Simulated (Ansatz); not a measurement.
`O=C/N=C\[SiH3]` + `N[SiH2]N` → `N[SiH](N)[SiH3]` + `C=NC=O`  (formal exchange of groups at the Si–C bond)

Isolated molecules relaxed with PBE0-D4/def2-TZVP in Ansatz; ΔE leaves out vibrations. CBS: MP2 limit from def2 TZ/QZ plus the TZ coupled-cluster correction, frozen cores. This one scheme is used for every species. One conformer a species, not always the lowest.

```csv
species,MP2/def2-TZVPP energy (Eh)
`O=C/N=C\[SiH3]`,-497.81038
`N[SiH2]N`,-402.01213
`N[SiH](N)[SiH3]`,-692.23724
`C=NC=O`,-207.58466
```

Task: Work out ΔE.

Result: ΔE = (-692.23724) + (-207.58466) − (-497.81038) − (-402.01213) = 0.00061 Eh = +1.6 kJ/mol. CCSD(T)/CBS gives -2.7 kJ/mol.

Task: What do rigid-rotor, harmonic-oscillator terms from PBE0-D4/def2-TZVP frequencies (298.15 K, 1 bar) make of the CCSD(T)/CBS value? (Best estimate.)

Result: Ansatz gave: ΔZPE = +3.5 kJ/mol, ΔH = +2.3 kJ/mol, ΔS = 13 J/(mol·K), ΔG = -1.6 kJ/mol. Modes under 50 cm⁻¹ make the entropy rough.

Largest T1 diagnostic among the species: 0.017.

From BLYP to BHLYP (50 % exact exchange), in def2-TZVPP and without D4, ΔE moves by +4.8 kJ/mol. Leaving LDA and LC-ωPBE aside and taking each functional with its dispersion term where it has one, the values, not all of them listed here, spread over 15.7 kJ/mol, from PBE-D4 to ωB97M-V. LDA lies +4.6 kJ/mol from PBE without D4.
